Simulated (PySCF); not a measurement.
Vertical excitations of a molecule CH9NOSi2 from TDDFT-B3LYP/def2-SVPD run with PySCF 2.14.0, as energy in eV (oscillator strength): 6.32 (0.008), 6.82 (0.001), 7.13 (0.010), 7.19 (0.027), 7.41 (0.024), 7.57 (0.002), 7.69 (0.018), 7.72 (0.031), 7.78 (0.003), 7.87 (0.059). Lowest triplet (TDA): 6.01 eV. Coordinates come from a ωB97X-D3(BJ)/def2-SVP optimisation. The values are those of a single conformer.

Q: Which molecule gave these data?
A) N[SiH2]C[SiH2]O
B) N[SiH2]OC[SiH3]
C) CO[SiH2]N[SiH3]
D) C[SiH2]O[SiH2]N

A: C, CO[SiH2]N[SiH3]
